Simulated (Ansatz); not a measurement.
Isolated molecules relaxed with PBE0-D4/def2-TZVP in Ansatz; ΔE leaves out vibrations. CCSD(T)/CBS adds triple-zeta CCSD(T) − MP2 to the extrapolated MP2 energy (def2 sets, frozen cores). This one scheme is used for every species. DFT in def2-TZVPP. B3LYP here is the variant with VWN-RPA as its local correlation; programs differ in this. One conformer a species, not always the lowest.

`C[SiH](C)[AlH2]` + `O[SiH3]` → `C[SiH](C)O[SiH3]` + `[AlH3]`  (cleavage of the Si–Al bond)

`C[SiH](C)[AlH2]`:

Z-matrix (Å, degrees):
```
C
Si 1 1.884
H 1 1.092 2 111.2
H 1 1.093 2 111.1 3 120.0
H 1 1.093 2 110.7 3 -120.1
C 2 1.884 1 110.0 3 177.6
Al 2 2.463 1 112.9 3 -55.4
H 2 1.501 1 107.4 3 61.0
H 6 1.093 2 111.1 1 62.4
H 6 1.093 2 110.7 1 -57.5
H 6 1.092 2 111.2 1 -177.6
H 7 1.594 2 121.4 1 -153.6
H 7 1.594 2 121.4 1 27.9
```

`O[SiH3]`:

```xyz
6

O     0.241   -0.727    1.028
Si    0.003    0.086   -0.386
H    -0.062   -0.314    1.837
H    -1.443    0.330   -0.643
H     0.564   -0.778   -1.450
H     0.696    1.403   -0.386
```

`C[SiH](C)O[SiH3]`:

Z-matrix (Å, degrees):
```
C
Si 1 1.859
H 1 1.093 2 110.8
H 1 1.092 2 110.9 3 -119.9
H 1 1.093 2 110.8 3 120.0
C 2 1.863 1 111.8 3 -60.7
O 2 1.646 1 107.9 3 178.6
H 2 1.493 1 109.9 3 60.8
H 6 1.093 2 111.0 1 -58.6
H 6 1.093 2 111.2 1 -178.9
H 6 1.093 2 110.7 1 61.3
Si 7 1.630 2 145.2 1 -166.7
H 12 1.484 7 108.5 2 177.2
H 12 1.488 7 110.6 2 -63.1
H 12 1.488 7 110.6 2 57.2
```

`[AlH3]`:

Z-matrix (Å, degrees):
```
Al
H 1 1.586
H 1 1.586 2 120.0
H 1 1.586 2 120.0 3 -179.9
```

| level | ΔE (kJ/mol) |
| --- | --- |
| B3LYP-D4 | -129.8 |
| B3LYP | -124.8 |

What does CCSD(T)/CBS give? (Estimate.)

Computed: -126.6 kJ/mol. The listed levels differ from it by -3.2, 1.8 kJ/mol.

Largest T1 diagnostic among the species: 0.011.

From PBE to PBE0 (25 % exact exchange), in def2-TZVPP and without D4, ΔE moves by −9.7 kJ/mol. The D4 term adds −5.0 kJ/mol with B3LYP and −2.9 kJ/mol with PBE0; it sums over pairs of atoms, weighted by their polarisabilities, and B3LYP, whose exchange is more repulsive, gets the larger term.
